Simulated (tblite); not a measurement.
Compound: C7H8N (doublet state).
Cartesian coordinates in Å at the GFN2-xTB level; atoms count from 1:
```xyz
16
C7H8N angstrom
C     -1.7237   -1.3767    0.0398
C     -0.5319   -0.6906    0.0238
C      0.7033   -1.4029    0.0387
C      1.9120   -0.7639    0.0533
C      1.9665    0.6312    0.0512
C      0.7948    1.3654    0.0192
C     -0.4474    0.7463   -0.0045
N     -1.5876    1.5112    0.0021
H     -2.6847   -0.8969    0.0577
H     -1.7263   -2.4515    0.0595
H      0.6546   -2.4819    0.0460
H      2.8280   -1.3361    0.0662
H      2.9190    1.1382    0.0648
H      0.8368    2.4467    0.0070
H     -2.4415    1.0841   -0.3123
H     -1.4796    2.4862   -0.2240
```

Computed values, GFN2-xTB/tblite, gas phase, harmonic and unscaled. This tight-binding method is rough: wavenumbers can miss measured ones by several per cent, in bad cases by 10 to 20. One conformer, not necessarily the lowest. Open shells enter through the occupations alone, without spin polarisation, and single modes of such species can be off by tens of per cent.

Harmonic wavenumbers (cm⁻¹): 114.5, 248.5, 333.4, 366.1, 403.9, 413.4, 464.5, 470.7, 495.8, 546.6, 560.4, 677.2, 722.0, 758.2, 787.8, 844.1, 846.6, 883.9, 908.1, 951.1, 1002.1, 1090.4, 1154.5, 1178.2, 1254.6, 1292.9, 1333.2, 1367.4, 1414.9, 1457.7, 1492.1, 1504.8, 1516.5, 1579.0, 3055.6, 3072.7, 3083.8, 3095.6, 3121.0, 3145.7, 3466.8, 3524.9.

A = 3282, B = 2330, C = 1364 MHz; mass 106.066 u (most abundant isotopes); point group C1, symmetry number 1; spin multiplicity 2.

**Question.** What is the zero-point energy?

**Answer.** Half the sum of the wavenumbers: 28001 cm⁻¹ = 334.96 kJ/mol.

**Question.** Give the ideal-gas entropy at 500 K and 1 bar in the rigid-rotor, harmonic-oscillator model (classical rotation).

**Answer.** Translation 177.77, rotation 122.86, vibration 130.28, spin (R ln 2) 5.76: S = 436.7 J/(mol K).

**Question.** And Cp and H(500 K) − H(0)?

**Answer.** Cp = 202.62 J/(mol K), of which vibrations give 169.36 (their classical limit is 42 R = 349.2); H(500 K) − H(0) = 55.99 kJ/mol without the zero-point energy, 39.36 from vibrations.

**Question.** What must be added to the electronic energy to get the Gibbs energy at 500 K and 1 bar?

**Answer.** ZPE + [H(500 K) − H(0)] − T·S = 334.96 + 55.99 − 218.34 = 172.61 kJ/mol.

**Question.** How do the functions run with temperature in this model?

**Answer.** 
```csv
T (K),S (J/(mol K)),Cp (J/(mol K)),H − H(0) (kJ/mol),G − H(0) (kJ/mol),ln q(vib)
100,260.3,49.2,3.85,-22.18,0.27
200,306.4,90.2,10.73,-50.54,1.21
300,351.2,133.4,21.93,-83.43,2.64
800,546.7,264.0,126.92,-310.42,11.94
1000,608.5,289.6,182.41,-426.07,15.62
```

q(vib) and H(0) count from the zero-point level.

**Question.** Blend soft modes into free rotors: weight 1/[1 + (100 cm⁻¹/ν̃)⁴] for the oscillator and the rest for a rotor with moment μB/(μ + B), μ = h/(8π²ν), B = 10⁻⁴⁴ kg m². What vibrational entropy results?

**Answer.** 128.79 J/(mol K) in place of 130.28, which changes −T·S at 500 K by +0.74 kJ/mol.

Hindered rotation and anharmonicity are outside this model. Other conformers, if any are populated, would add a mixing term that is left out. The structure is chiral; the term R ln 2 for an equal mix with its mirror image is left out.

On one thread of an Arm Neoverse V2, no GPU, shared host with 96 logical CPUs at a one-minute load of 57, this took 0.36 s wall. This covers the Hessian and the dipole derivatives.
